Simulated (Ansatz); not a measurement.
Ansatz (an electronic-structure program) input for trans-(1R,2R)-1-chloro-2-fluorocyclopropane (C3H4ClF), SMILES F[C@@H]1C[C@H]1Cl, PBE-D3(BJ)/def2-SVP. 

Ansatz 0.2 input:
```yaml
crystal:
  periodic: [false, false, false]
  atoms:
    - {symbol: F, position_ang: [-0.88499033, 1.95169326, 0.64579600]}
    - {symbol: C, position_ang: [-0.63436709, 0.88281269, -0.14364846]}
    - {symbol: C, position_ang: [-1.32889521, -0.40228431, 0.15719660]}
    - {symbol: C, position_ang: [0.13956282, -0.24420974, 0.43813381]}
    - {symbol: Cl, position_ang: [1.32549500, -1.09060544, -0.53883222]}
    - {symbol: H, position_ang: [-0.44981383, 1.15822613, -1.18718861]}
    - {symbol: H, position_ang: [-1.98959791, -0.42814239, 1.02795405]}
    - {symbol: H, position_ang: [-1.63237038, -1.02817802, -0.68557402]}
    - {symbol: H, position_ang: [0.44547700, -0.14476459, 1.48270057]}
basis:
  gaussian:
    orbitals: def2-SVP
hamiltonian:
  xc: pbe
  dispersion: d3bj
relax: {f_tol: 0.002, max_steps: 200}
```

Log of the run:

```
WARN ansatz: RAYON_NUM_THREADS=1 ignored (pool sized by the plan → 1); use --threads N
Functional definition: PBE
integrals: 0.04 GiB planned
1049 factors; their error is unknown
mean field: 0.24 GiB planned
mean field evaluation 1: about -18387.5338 eV, gradient 5.2e1 eV
mean field evaluation 2: about -18377.4577 eV, gradient 8.0e1 eV
mean field evaluation 4: about -18394.3506 eV, gradient 5.6e0 eV
mean field evaluation 8: about -18394.4074 eV, gradient 4.1e-2 eV
mean field evaluation 16: about -18394.3341 eV, gradient 3.5e-4 eV
mean field -18394.33412765 eV, -675.9793110638 hartree, gradient 8.6e-6 eV, S^2 0.000000; 0 other end points of the search recorded, 0 dependent functions left out
the calculation of the forces begins
reference -18394.33415479 eV, -675.9793120610 hartree; 24, 24 occupied and 70, 70 virtual orbitals, 1049 factors
relax step   1: F+E_penalty+E_count = -18394.51249963 eV  Δ(F+E_penalty+E_count) = +0.000e0 eV  max|allowed force component| = 5.402e-1 eV/Å  Δτ_max = 0.0000 Å  (28 SCF iters, accepted)
these checks for a lower state are left out or cut short: starts, cluster_reference, orbital_swaps, neighbouring_geometries, increment
integrals: 0.04 GiB planned
1049 factors; their error is unknown
mean field: 0.24 GiB planned
mean field -18394.35145344 eV, -675.9799477745 hartree, gradient 1.2e-5 eV, S^2 0.000000; 0 other end points of the search recorded, 0 dependent functions left out
the calculation of the forces begins
reference -18394.35148068 eV, -675.9799487757 hartree; 24, 24 occupied and 70, 70 virtual orbitals, 1049 factors
relax step   2: F+E_penalty+E_count = -18394.52911831 eV  Δ(F+E_penalty+E_count) = -1.662e-2 eV  max|allowed force component| = 2.085e-1 eV/Å  Δτ_max = 0.0136 Å  (31 SCF iters, accepted)
these checks for a lower state are left out or cut short: starts, cluster_reference, orbital_swaps, neighbouring_geometries, increment
integrals: 0.04 GiB planned
1049 factors; their error is unknown
mean field: 0.24 GiB planned
mean field evaluation 32: about -18394.3550 eV, gradient 1.3e-5 eV
mean field -18394.35496209 eV, -675.9800767151 hartree, gradient 1.3e-5 eV, S^2 0.000000; 0 other end points of the search recorded, 0 dependent functions left out
the calculation of the forces begins
reference -18394.35498942 eV, -675.9800777194 hartree; 24, 24 occupied and 70, 70 virtual orbitals, 1049 factors
relax step   3: F+E_penalty+E_count = -18394.53216572 eV  Δ(F+E_penalty+E_count) = -3.047e-3 eV  max|allowed force component| = 2.967e-2 eV/Å  Δτ_max = 0.0101 Å  (31 SCF iters, accepted)
these checks for a lower state are left out or cut short: starts, cluster_reference, orbital_swaps, neighbouring_geometries, increment
integrals: 0.04 GiB planned
1049 factors; their error is unknown
mean field: 0.24 GiB planned
mean field -18394.35502407 eV, -675.9800789929 hartree, gradient 1.3e-5 eV, S^2 0.000000; 0 other end points of the search recorded, 0 dependent functions left out
the calculation of the forces begins
reference -18394.35505141 eV, -675.9800799975 hartree; 24, 24 occupied and 70, 70 virtual orbitals, 1049 factors
relax step   4: F+E_penalty+E_count = -18394.53220489 eV  Δ(F+E_penalty+E_count) = -3.917e-5 eV  max|allowed force component| = 1.376e-2 eV/Å  Δτ_max = 0.0010 Å  (32 SCF iters, accepted)
these checks for a lower state are left out or cut short: starts, cluster_reference, orbital_swaps, neighbouring_geometries, increment
integrals: 0.04 GiB planned
1049 factors; their error is unknown
mean field: 0.24 GiB planned
mean field -18394.35503531 eV, -675.9800794059 hartree, gradient 1.3e-5 eV, S^2 0.000000; 0 other end points of the search recorded, 0 dependent functions left out
the calculation of the forces begins
reference -18394.35506264 eV, -675.9800804105 hartree; 24, 24 occupied and 70, 70 virtual orbitals, 1049 factors
relax step   5: F+E_penalty+E_count = -18394.53221255 eV  Δ(F+E_penalty+E_count) = -7.665e-6 eV  max|allowed force component| = 1.277e-3 eV/Å  Δτ_max = 0.0009 Å  (32 SCF iters, accepted)
integrals: 0.04 GiB planned
1049 factors; their error is unknown
mean field: 0.24 GiB planned
mean field evaluation 64: about -18394.3550 eV, gradient 6.7e-2 eV
mean field -18394.35503531 eV, -675.9800794059 hartree, gradient 1.3e-5 eV, S^2 0.000000; 1 other end points of the search recorded, 0 dependent functions left out
the calculation of the forces begins
reference -18394.35506264 eV, -675.9800804105 hartree; 24, 24 occupied and 70, 70 virtual orbitals, 1049 factors
Total energy: -18394.53223989 eV, -675.9865915542 hartree
Atom 0 at    -0.887181     1.974490     0.648610 Å, force     0.000239     0.000117     0.000259 eV/Å
Atom 1 at    -0.635314     0.890176    -0.144866 Å, force    -0.000144     0.000368     0.000333 eV/Å
Atom 2 at    -1.335285    -0.406498     0.157552 Å, force     0.000644    -0.000567    -0.001153 eV/Å
Atom 3 at     0.144728    -0.247491     0.439088 Å, force    -0.000338     0.000316     0.001028 eV/Å
Atom 4 at     1.346062    -1.101577    -0.541074 Å, force    -0.000543     0.000157    -0.000147 eV/Å
Atom 5 at    -0.451261     1.164706    -1.198366 Å, force     0.000233    -0.000907    -0.000048 eV/Å
Atom 6 at    -1.997933    -0.438073     1.036771 Å, force    -0.000498     0.000051     0.001277 eV/Å
Atom 7 at    -1.644863    -1.032376    -0.693477 Å, force     0.000176     0.000075    -0.000969 eV/Å
Atom 8 at     0.451547    -0.148811     1.492299 Å, force     0.000231     0.000389    -0.000581 eV/Å
Dipole moment:    -0.199760    -0.093771     0.003084 e Å
```

The run converged.

Cost: very roughly 9 core-seconds.
